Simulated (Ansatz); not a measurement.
Total energies of (Br2Ga-mu-SH)2 (Ga₂H₂S₂Br₄) from Ansatz at PBE0-D4/def2-TZVP, gas phase (1 Eh = 27.2114 eV = 2625.5 kJ/mol). The reference geometry is relaxed at r2SCAN-D4/def2-SVP.

```xyz
10

Ga   -0.679   -0.246   -1.462
Br    0.091   -1.737   -3.008
Br   -2.517    1.088   -1.801
S    -0.928   -1.383    0.628
Ga    1.028   -0.156    1.257
Br    2.798   -1.595    1.305
Br    0.493    1.246    2.995
S     1.149    1.127   -0.758
H    -1.786   -0.464    1.136
H     0.351    2.119   -0.290
```

| state | geometry | energy (Eh) |
| --- | --- | --- |
| charge 0 singlet | reference | -14942.36177 |
| charge 1 doublet | reference | -14941.99376 |
| free Ga atom (doublet) | – | -1924.55212 |
| free Br atom (doublet) | – | -2573.81189 |
| free S atom (triplet) | – | -397.97371 |
| free H atom (doublet) | – | -0.50104 |

Work out the vertical ionisation energy to the doublet.

E(charge 1 doublet) − E(charge 0 singlet) = -14941.99376 − (-14942.36177) = 0.36801 Eh = 10.01 eV. For comparison, −ε of the highest occupied level is 8.57 eV at this level, 1.44 eV less.

What is the binding energy per atom against free atoms?

Atoms: 2 × (-1924.55212) + 4 × (-2573.81189) + 2 × (-397.97371) + 2 × (-0.50104) = -14941.30130 Eh. Binding: -14941.30130 − (-14942.36177) = 1.06047 Eh = 28.86 eV, or 2.89 eV for each of 10 atoms (no zero-point energy, no counterpoise term).
